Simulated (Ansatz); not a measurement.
B7H6I⁻, that is [closo-1-(I)B7H6]2- with one electron fewer. The state is a doublet with charge -1. Geometry B3LYP-D4/def2-SVPD.

Cartesian coordinates in Å:
```
B -0.680 0.683 1.067
B -1.411 -0.280 -0.017
B 0.213 -0.842 0.602
B 1.234 -0.192 -0.662
B -0.300 -0.744 -1.150
B -0.343 1.006 -0.663
B 0.910 0.844 0.649
H -1.068 1.186 2.088
H -2.524 -0.731 -0.066
I 0.628 -2.619 1.896
H 2.279 -0.347 -1.222
H -0.270 -1.372 -2.172
H -0.547 1.959 -1.366
H 1.879 1.450 1.015
```

In the def2 sets I takes a core potential; there is no spin–orbit coupling.

Task: Estimate the α-spin orbital energies around the gap (eV) in Ansatz with PBE-D4/def2-TZVPD, PBE0-D4/def2-TZVPD.

Result: 
```csv
orbital,PBE-D4/def2-TZVPD,PBE0-D4/def2-TZVPD
HOMO−5,-3.23,-4.34
HOMO−4,-3.05,-4.16
HOMO−3,-2.52,-3.70
HOMO−2,-2.25,-3.43
HOMO−1,-1.96,-2.96
HOMO,-1.89,-2.94
LUMO,2.35,2.70
LUMO+1,2.79,3.19
LUMO+2,3.07,3.37
LUMO+3,3.08,3.39
LUMO+4,3.14,3.58
LUMO+5,3.34,3.67
β HOMO,-1.93,-2.92
β LUMO,-1.21,-0.43
```
